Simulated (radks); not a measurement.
Task: These are the eigenvalues of the occupied orbitals of an atom or ion with whole-number occupations (eV). Calculated with a radial shooting solver on a logarithmic mesh with Libxc functionals: scalar-relativistic Kohn-Sham, BLYP, spin-polarised, spherical densities, finite nucleus; Fermi nuclear charge, rms radius of each element as measured or else 0.836 A^(1/3) + 0.57 fm.

orbital  eigenvalue
1s up     -46679.40
1s down   -46679.39
2s up     -7629.009
2s down   -7628.975
2p up     -6806.424
2p down   -6806.397
3s up     -1672.788
3s down   -1670.958
3p up     -1415.598
3p down   -1413.778
3d up     -1066.949
3d down   -1065.542
4s up     -335.1278
4s down   -330.4494
4p up     -250.6251
4p down   -245.9625
4d up     -132.0587
4d down   -127.4406
5s up      -46.2393
5s down    -43.5979
5p up      -25.9438
5p down    -23.9573
4f up       -5.6949
6p up       -2.2764

Which element is it, and in what charge state? The configuration may be excited. Open shells, if any, are filled with parallel spins first.

Result: Z = 62, samarium, charge 0: Sm in [Xe] 4f6 6p2. The list shows which subshells hold electrons but not how many an open one holds; the 1s level, -1715.4 hartree, gives Z - s = 58.6 by -(Z - s)^2/2, which with screening and relativity narrows Z to a few neighbours, and the depths of the outer levels then fix element, charge and occupations together.
